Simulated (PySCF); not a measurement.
**LiBi and its ions**

PBE; basis Li aug-cc-pVDZ, Bi aug-cc-pVDZ-PP with ECP60; scalar-relativistic core potentials; PySCF 2.14. Neutral (UKS): triplet (π ↑↑), Re = 2.710 Å, ωe = 360 cm⁻¹, De = 1.48 eV, HOMO -3.88 eV, LUMO -2.94 eV.

LiBi⁺ (UKS): quartet (σ ↑, π ↑↑), Re = 3.044 Å, ωe = 207 cm⁻¹. The energies at the minima are -222.14702 hartree for LiBi and -221.90912 for LiBi⁺.

Work out the adiabatic ionisation energy, without and with harmonic zero-point energies (1 hartree = 27.2114 eV, 1 eV = 8065.5 cm⁻¹), and the change of the bond length.

At PBE: 0.23790 hartree = 6.474 eV between the minima; the zero-point term (207.0 − 360.0)/2 cm⁻¹ = -0.009 eV makes it 6.464 eV. Re changes by +33.4 pm against the neutral. The electron leaves a σ orbital, and the ion is left as a loose complex of an ion and an atom.

These are scalar-relativistic numbers at best; spin–orbit coupling would shift them, the dissociation energy most. States were picked by a PBE0 search and need not be the measured ground states.
